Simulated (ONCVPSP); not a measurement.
**Ge, ONCV: configuration errors across variants**

- Element: Ge (Z = 32)
- Generator: ONCVPSP 4.0.1
- Type: optimised norm-conserving Vanderbilt (ONCV)
- Functional: Wu-Cohen
- Relativity: scalar-relativistic
- Frozen core: [Ar]
- Valence charge: 14
- Reference configuration: 3d10 4s1.5 4p2.5
- Partial waves: 4s: rc 1.50 bohr, ncon 4, nbas 9, qcut 5.4 1/bohr, 1 projector; 4p: rc 1.55 bohr, ncon 3, nbas 7, qcut 5.6 1/bohr, 2 projectors, debl 0.5 Ha; 3d: rc 0.80 bohr, ncon 4, nbas 9, qcut 17.7 1/bohr, 2 projectors, debl 2.1 Ha
- Local potential: polynomial inside 0.75 bohr (lpopt 5, dvloc0 4 Ha)
- Core correction: none

All-electron excitation energies from the reference (eV): (1) 3d10 4s2 4p2 -3.971; (2) 3d10 4s2 4p1 3.491; (3) 3d10 4s2 4p0 18.972; (4) 3d10 4s1 4p2 12.254.

3 further variants failed, have other tests or too few solved ones, and are left out.

A true bound ghost makes a file unfit for plane-wave use even where its test errors are small: the radial tests pick states by their node count and pass the ghost by.

Errors AE − PS in meV (a dash: test not solved or not reliable):

| change | (1) | (2) | (3) | (4) | bound ghosts | GHOST(+) flags above zero |
| --- | --- | --- | --- | --- | --- | --- |
| base | 0.0 | -2.6 | -9.8 | -2.3 | s | p |
| core correction Teter function, fcfact 4.25, rcfact 1 | 0.0 | -2.6 | -9.8 | -2.3 | s | p |
| d: nproj 0; local potential the d channel | +0.2 | -2.5 | – | -1.7 | s, p | s |

**Question.** Give the same row for: p: nbas 8.

**Answer.** 0.0, -2.8, -10, -2.4; bound ghosts: s; GHOST(+) flags above zero: p.
